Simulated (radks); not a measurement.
Question: These are the eigenvalues of the occupied orbitals of an atom or ion with whole-number occupations (eV). Method: Dirac Kohn-Sham, LB94 model potential, spin-unpolarised, spherical densities, finite nucleus; Fermi nuclear charge, rms radius of each element as measured or else 0.836 A^(1/3) + 0.57 fm; computed with a radial shooting solver on a logarithmic mesh with Libxc functionals.

| orbital | eigenvalue |
|---|---|
| 1s1/2 | -73980.49 |
| 2s1/2 | -14626.04 |
| 2p1/2 | -14110.59 |
| 2p3/2 | -12654.07 |
| 3s1/2 | -4964.577 |
| 3p1/2 | -4735.582 |
| 3p3/2 | -4408.513 |
| 3d3/2 | -4028.713 |
| 3d5/2 | -3956.400 |
| 4s1/2 | -2411.795 |
| 4p1/2 | -2314.647 |

Which element is it, and in what charge state? The configuration may be excited. Open shells, if any, fill j = l - 1/2 first.

Answer: Z = 75, rhenium, charge +44: Re44+ in [Ar] 3d10 4s2 4p1. The list shows which subshells hold electrons but not how many an open one holds; the 1s level, -2718.7 hartree, gives Z - s = 73.7 by -(Z - s)^2/2, which with screening and relativity narrows Z to a few neighbours, and the depths of the outer levels then fix element, charge and occupations together.
